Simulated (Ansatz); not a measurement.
Correlation energies of `BC=C(N)C=N` by basis set

```xyz
13

B     1.1793   -1.7887    0.3389
C     0.4454   -0.7413   -0.4448
C    -0.1232    0.3835    0.0972
N    -0.0262    0.7444    1.3890
C    -0.8989    1.3584   -0.7205
N    -1.4358    1.1565   -1.8426
H     1.3048   -1.7011    1.5355
H     1.6584   -2.7467   -0.1948
H     0.3424   -0.8315   -1.5226
H    -0.5851    1.4932    1.7547
H     0.4291    0.1251    2.0379
H    -1.0211    2.3511   -0.2730
H    -1.2690    0.1971   -2.1550
```

Charge 0, multiplicity 1. Geometry: relaxed with PBE0-D4/def2-TZVP. It is one conformer, not always the lowest. Frozen core, restricted reference, Ansatz. CBS rows extrapolate triple and quadruple zeta; past MP2 they add the triple-zeta difference.

```
     basis     HF (Eh)  MP2 corr.
def2-TZVPP  -251.31360   -0.99142
def2-QZVPP  -251.32498   -1.05726
```

Task: Estimate the CCSD correlation energy and the (T) correction in each basis where they were run (hartree).

Result: 
| basis | CCSD corr. | (T) |
| --- | --- | --- |
| def2-TZVPP | -1.02974 | -0.04855 |
| CBS(def2) | -1.14436 | as TZ |
